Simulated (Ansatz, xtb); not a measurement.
**FH2SiSn: where a starting geometry ends**

The starting geometry of this gas-phase doublet has its atoms placed at random.

| atom | x (Å) | y (Å) | z (Å) |
| --- | --- | --- | --- |
| F | 0.4965 | -1.1184 | 1.3637 |
| Si | 1.3942 | 0.3395 | 0.3800 |
| Sn | -1.7176 | -0.9722 | 0.1487 |
| H | -0.9039 | 0.9288 | 0.7638 |
| H | 0.1135 | -1.1290 | -0.0037 |

One run relaxed it with r2SCAN-D4/def2-SVP. What is a likely outcome?

It ends as a structure with H4 bridging Sn3 and Si2, H5 bridging Sn3 and Si2, given below by its coordinates. Distances that change by over a tenth: Si2–Sn3 (3.38 → 2.94 Å). Contacts that close: F1–Si2 (1.97 → 1.65 Å), Si2–H4 (2.40 → 1.68 Å), Si2–H5 (1.99 → 1.68 Å), Sn3–H4 (2.16 → 1.98 Å).

The energy falls by 3.94 eV over 10 steps:

```json
{"step": "1", "E − E(last) (eV)": "3.937"}
{"step": "2", "E − E(last) (eV)": "2.786"}
{"step": "3", "E − E(last) (eV)": "1.663"}
{"step": "4", "E − E(last) (eV)": "0.661"}
{"step": "5", "E − E(last) (eV)": "0.143"}
{"step": "6", "E − E(last) (eV)": "0.043"}
{"step": "7", "E − E(last) (eV)": "0.002"}
{"step": "8", "E − E(last) (eV)": "0.001"}
{"step": "9", "E − E(last) (eV)": "0.000"}
{"step": "10", "E − E(last) (eV)": "0.000"}
```

Final geometry (Å):

```xyz
5

F     1.0424   -0.8610    1.8604
Si    0.8849    0.0599    0.5042
Sn   -1.8923   -0.7018   -0.0794
H    -0.6773    0.5977    0.7821
H     0.0249   -1.0462   -0.4146
```

From the same start GFN2-xTB ends elsewhere, differing in Si2–H4 (3.03 against 1.68 Å here), Si2–H5 (2.54 against 1.68 Å here).

From so rough a start the end depends on the optimiser's path, so another program may land elsewhere. The end wasn't checked by frequencies. Open shells are spin-unrestricted. Atoms past krypton carry core potentials, without spin–orbit terms. Run with Ansatz 0.2.0, 85 s on 1 thread of AMD EPYC 7R43 64-Core Processor (Zen 3), with other jobs on the host.
